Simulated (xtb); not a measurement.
AlGe2H7, SMILES [GeH3][AlH][GeH3]. All values are semi-empirical tight-binding results from xtb (GFN2-xTB unless named), good for trends rather than for accurate numbers. The structure is a stationary point at GFN2-xTB. The structure was generated by enumeration; whether it is a known compound was not checked.

For metal compounds this method's bond lengths and energies can be far off.

- orbital gap: 3.59 eV
- zero-point energy: 29.8 kcal/mol
- G − E(el) at 298.15 K (modified RRHO): 7.4 kcal/mol
